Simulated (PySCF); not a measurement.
C₂H₁₁NSi₂.
Atom-mapped SMILES: `[CH3:1][Si@@H:2]([NH2:3])[CH2:4][SiH3:5]` (hydrogens: H6, H7, H8 on C1; H9 on Si2; H10, H11 on N3; H12, H13 on C4; H14, H15, H16 on Si5)

The same species was optimised twice, with GFN2-xTB and with PBE0-D3(BJ)/def2-SVP (PySCF), and the same property calculations (PySCF, gas phase) were run on both structures.

| coordinate | GFN2-xTB | PBE0-D3(BJ)/def2-SVP | change |
| --- | --- | --- | --- |
| Si5–H15 (Å) | 1.467 | 1.499 | +0.032 |
| Si5–H16 (Å) | 1.466 | 1.496 | +0.030 |
| Si5–H14 (Å) | 1.467 | 1.496 | +0.029 |
| Si2–H9 (Å) | 1.479 | 1.506 | +0.027 |
| C1–Si2 (Å) | 1.898 | 1.874 | -0.024 |
| Si2–C4 (Å) | 1.900 | 1.880 | -0.020 |
| C1–H7 (Å) | 1.086 | 1.102 | +0.016 |
| C1–H6 (Å) | 1.085 | 1.101 | +0.016 |
| C4–Si5 (Å) | 1.892 | 1.877 | -0.015 |
| C1–H8 (Å) | 1.085 | 1.101 | +0.016 |
| C4–H12 (Å) | 1.090 | 1.104 | +0.014 |
| C4–H13 (Å) | 1.090 | 1.104 | +0.014 |
| Si2–N3 (Å) | 1.726 | 1.739 | +0.013 |
| N3–H11 (Å) | 1.007 | 1.015 | +0.008 |
| N3–H10 (Å) | 1.007 | 1.015 | +0.008 |
| C1–Si2–N3 (°) | 106.0 | 107.9 | +1.9 |
| C4–Si2–H9 (°) | 109.0 | 107.0 | -2.0 |
| C4–Si5–H14 (°) | 110.2 | 112.0 | +1.8 |
| H12–C4–H13 (°) | 106.0 | 107.3 | +1.3 |
| N3–Si2–C4 (°) | 106.5 | 107.5 | +1.0 |
| H15–Si5–H16 (°) | 108.6 | 107.7 | -0.9 |
| H6–C1–H8 (°) | 107.8 | 108.5 | +0.7 |
| Si2–C1–H8 (°) | 111.4 | 110.6 | -0.8 |
| C1–Si2–C4–Si5 (°) | -177 | -179 | -2 |

Rotational constants: A = 5585, B = 1522, C = 1302 MHz (GFN2-xTB) against A = 5483, B = 1551, C = 1315 MHz (PBE0-D3(BJ)/def2-SVP). Point groups within 0.08 Å: C1 and C1.

On the GFN2-xTB structure: lowest singlet, TDDFT (eV) 6.56 [CAM-B3LYP/def2-SVPD]; lowest triplet, Tamm–Dancoff (eV) 6.20 [CAM-B3LYP/def2-SVPD]; isotropic polarisability (au) 86.5 [CAM-B3LYP/def2-SVPD]; HOMO (eV) -8.73 [CAM-B3LYP/def2-SVPD]; LUMO (eV) 1.10 [CAM-B3LYP/def2-SVPD]; dipole (D) 0.70 [CAM-B3LYP/def2-SVPD]; HOMO (eV) -7.23 [PBE0/pcSseg-1]; LUMO (eV) 0.81 [PBE0/pcSseg-1]; dipole (D) 0.80 [PBE0/pcSseg-1]; GIAO shielding of C1 (ppm) 186.3 [PBE0/pcSseg-1]; GIAO shielding of Si2 (ppm) 362.9 [PBE0/pcSseg-1]; GIAO shielding of N3 (ppm) 249.8 [PBE0/pcSseg-1]; GIAO shielding of C4 (ppm) 193.8 [PBE0/pcSseg-1]; GIAO shielding of Si5 (ppm) 426.5 [PBE0/pcSseg-1].

What do these properties become on the PBE0-D3(BJ)/def2-SVP structure?

```csv
property,level,on GFN2-xTB,on PBE0-D3(BJ)/def2-SVP,change
"lowest singlet, TDDFT (eV)",CAM-B3LYP/def2-SVPD,6.56,6.55,-0.01
"lowest triplet, Tamm–Dancoff (eV)",CAM-B3LYP/def2-SVPD,6.20,6.18,-0.02
isotropic polarisability (au),CAM-B3LYP/def2-SVPD,86.5,87.7,+1.2
HOMO (eV),CAM-B3LYP/def2-SVPD,-8.73,-8.73,0.00
LUMO (eV),CAM-B3LYP/def2-SVPD,1.10,1.08,-0.02
dipole (D),CAM-B3LYP/def2-SVPD,0.70,0.84,+0.14
"energy, GFN2-xTB geometry as zero (kcal/mol)",CAM-B3LYP/def2-SVPD,0.0,-1.4,-1.4
HOMO (eV),PBE0/pcSseg-1,-7.23,-7.23,0.00
LUMO (eV),PBE0/pcSseg-1,0.81,0.80,-0.01
dipole (D),PBE0/pcSseg-1,0.80,0.92,+0.12
"energy, GFN2-xTB geometry as zero (kcal/mol)",PBE0/pcSseg-1,0.0,-1.3,-1.3
GIAO shielding of C1 (ppm),PBE0/pcSseg-1,186.3,184.0,-2.3
GIAO shielding of Si2 (ppm),PBE0/pcSseg-1,362.9,362.8,-0.1
GIAO shielding of N3 (ppm),PBE0/pcSseg-1,249.8,247.0,-2.8
GIAO shielding of C4 (ppm),PBE0/pcSseg-1,193.8,192.3,-1.5
GIAO shielding of Si5 (ppm),PBE0/pcSseg-1,426.5,422.3,-4.2
```

The heavy atoms differ by 0.027 Å rms after alignment. Among all bonds Si5–H15 changes most (+0.032 Å). Changes are differences of the printed values. Neither structure is proved a minimum here.

The values belong to the conformer `[CH3:1][Si@@H:2]([NH2:3])[CH2:4][SiH3:5]`: C1–Si2–C4–Si5 -179°, H–N3–Si2–C1 -51°, H–N3–Si2–C1 173°.
